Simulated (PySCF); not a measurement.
Radial density of Cl⁺ (chlorine, charge +1)

UHF, [Ne] 3s2 3p4, high-spin 3P determinant. Computed with PySCF 2.14 in Sapporo-DZP-2012, with scalar relativity by spin-free X2C-1e.

```tsv
r (bohr)	4πr²ρ (e/bohr)	4πr²(ρα − ρβ)
0.00171	0.1093	0.0000
0.00287	0.3018	0.0000
0.00483	0.8046	0.0001
0.00813	2.024	0.0002
0.0137	4.759	0.0005
0.0230	9.807	0.0017
0.0387	16.44	0.0069
0.0651	19.58	0.0301
0.109	15.33	0.1134
0.184	14.17	0.2691
0.310	19.41	0.2508
0.521	11.13	-0.0160
0.876	3.552	0.6443
1.47	4.171	1.3735
2.48	1.202	0.4338
4.17	0.04831	0.0151
7.01	8.464e-05	0.0000
```

Densities and radii are taken from the X2C orbitals without a picture-change correction, which distorts them close to the nucleus.

**Question.** Where is the radial spin density 4πr²(ρα − ρβ) most negative, and why is it negative at all?

**Answer.** Around r = 0.521 bohr, down to -0.0160 e/bohr: exchange with the open shell polarises the paired shells in an unrestricted calculation.
